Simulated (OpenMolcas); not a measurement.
# Rh⁴⁺: effect of correlating more closed shells

| Property | Result |
| --- | --- |
| Program | OpenMolcas 26.06 |
| Basis | ANO-RCC-VTZP [7s6p4d2f1g] |
| Scalar Hamiltonian | DKH2, point nucleus |
| Active space | 5 electrons in 5 orbitals (4d) |
| State averaging | 2S+1 = 6 even, 1 root; 2S+1 = 4 even, 24 roots; 2S+1 = 2 even, 75 roots |
| Spin-orbit coupling | RASSI with atomic mean-field integrals over the reference wave functions, term energies averaged over their components |

Methods on the same reference wave functions:
A. CASSCF
B. MS-CASPT2, IPEA 0.25 Eh, imaginary shift 0.1 Eh (closed shells correlated: none)
C. MS-CASPT2, IPEA 0.25 Eh, imaginary shift 0.1 Eh (closed shells correlated: 4s 4p)
D. MS-CASPT2, IPEA 0.25 Eh, imaginary shift 0.1 Eh (closed shells correlated: 3d 4s 4p)

Energies in cm⁻¹ above 4d⁵ ⁶S_5/2.

```tsv
Level	A	B	C	D
4d⁵ ⁶S_5/2	0.0	0.0	0.0	0.0
4d⁵ ⁴G_5/2	30129	28260	26470	26330
4d⁵ ⁴G_7/2	30440	28680	26830	26700
4d⁵ ⁴G_11/2	30526	28820	26950	26820
4d⁵ ⁴G_9/2	30622	28910	27040	26910
4d⁵ ⁴P_5/2 [53 %]	33819	29580	28960	28810
4d⁵ ⁴P_3/2 [56 %]	34431	30120	29580	29430
4d⁵ ⁴P_1/2 [68 %]	35247	30850	30530	30380
4d⁵ ⁴D_7/2	37382	33570	31830	31680
4d⁵ ⁴D_1/2 [69 %]	38340	34450	33050	32900
4d⁵ ⁴D_5/2 [57 %]	38895	34860	33680	33530
4d⁵ ⁴D_3/2 [56 %]	38934	34930	33770	33620
4d⁵ ²I_11/2	43398	42230	39380	39190
4d⁵ ²I_13/2	44062	43090	40130	39940
4d⁵ ²D_3/2(1) [55 %]	48822	43550	42510	42310
4d⁵ ⁴F_7/2 [55 %]	50024	44850	43540	43330
4d⁵ ⁴F_9/2	50084	44980	43540	43340
4d⁵ ⁴F_5/2	50965	45670	44480	44280
4d⁵ ²F_7/2(1) [59 %]	51808	46780	45810	45610
4d⁵ ⁴F_3/2 [55 %]	52499	47200	46120	45920
4d⁵ ²H_11/2	55125	51610	49970	49760
4d⁵ ²G_7/2(1)	55458	51210	48670	48440
4d⁵ ²F_5/2(2) [72 %]	59297	53870	51500	51270
4d⁵ ²F_7/2(2)	59447	54070	51510	51270
```

Among B to D the level of the table that moves most is 4d⁵ ²I_13/2, by 3200 cm-1 (lowest in D, highest in B). Moves below CASPT2's spread within the term are not significant.

From A to B the spin-free energies of the other terms of 4d⁵ shown, above ⁶S, scale by factors of 0.87 to 0.98.

The lowest spin-free term lies below A's lowest term by 0.066 hartree in B, 0.364 hartree in C, 0.417 hartree in D.

What an inner shell adds also hangs on whether the basis holds functions to correlate it.

CASPT2 does not keep the components of a term degenerate, so their means are used; among the terms shown or strongly mixed into the levels shown the widest spread is 740 cm-1 (4d⁵ ⁴F, D). Without dynamic correlation excited terms often stand tens of per cent too high (terms of higher spin than the ground term too low), and those without a measured partner can miss by more than the paired ones (holds for A). Blocks of more than 70 roots (2S+1 = 2 even) ran without multistate coupling (holds for B; C; D). The CASPT2 spread within a term exceeds the gap to the next term for 4d⁵ ²D(1) and 4d⁵ ⁴F, so the order of their levels is uncertain, and so are names and mixing where such terms share a J (holds for C; D). Levels of configurations outside the active space are missing. Levels that lie high or do not pair safely by name in every column are left out.

A share in square brackets marks a mixed level and gives the weight of the term that names it, the lowest over the columns. A number in round brackets counts repeated terms of one configuration in the order of the reference energies.
